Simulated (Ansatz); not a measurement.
Calculated with Ansatz (gas phase, PBE0-D4/def2-TZVP geometries, no zero-point term in ΔE). CCSD(T)/CBS adds triple-zeta CCSD(T) − MP2 to the extrapolated MP2 energy (def2 sets, frozen cores). This one scheme is used for every species. DFT in def2-TZVPP. Each species was taken in one conformer, which may not be the lowest.

Reaction (substitution at a C–Cl bond): `[SiH3][SiH2]CCl` + `[OH][AlH2]` → `[AlH2][O]C[SiH2][SiH3]` + HCl

(1) Is it downhill or uphill in electronic energy at CCSD(T)/CBS, and by how much? (Estimate.)

(2) What do these levels give: PBE-D4, PBE0-D4, r2SCAN, SCS-MP2/def2-TZVPP, MP2/def2-QZVPP, MP2/CBS(def2)? (An estimate is asked.)

Largest T1 diagnostic among the species: 0.014.

Answers

(1) Ansatz gave: Uphill: ΔE = +10.1 kcal/mol.

(2) Ansatz gave: PBE-D4 8.7, PBE0-D4 9.0, r2SCAN 9.2, SCS-MP2/def2-TZVPP 9.8, MP2/def2-QZVPP 11.1, MP2/CBS(def2) 11.7 kcal/mol.

The D4 term adds −0.7 kcal/mol with B3LYP and −0.5 kcal/mol with PBE0; it sums over pairs of atoms, weighted by their polarisabilities, and B3LYP, whose exchange is more repulsive, gets the larger term.

B3LYP here is the variant with VWN-RPA as its local correlation; programs differ in this.
